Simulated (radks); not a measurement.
Results of a calculation; reference values are marked as such.
Level of theory: scalar-relativistic Kohn-Sham, LB94 model potential, spin-unpolarised, spherical densities, finite nucleus; Fermi nuclear charge, rms radius of each element as measured or else 0.836 A^(1/3) + 0.57 fm (a radial shooting solver on a logarithmic mesh with Libxc functionals). Response by self-consistent Sternheimer equations with the Hartree and adiabatic LDA kernel, the relativistic mass of each level held fixed and spin-orbit coupling left out. For heavy and open-shell atoms this level of theory can miss by tens of per cent. Estimate the static dipole polarisabilities of Sr3+ ([Ar] 3d10 4s2 4p5) and S2+ ([Ne] 3s2 3p2) and the C6 coefficients of the three pairs.

Answer. alpha = 4.516 and 7.239 bohr^3; C6 = 18.76 (Sr3+-Sr3+), 21.18 (Sr3+-S2+), 26.06 (S2+-S2+) hartree bohr^6.
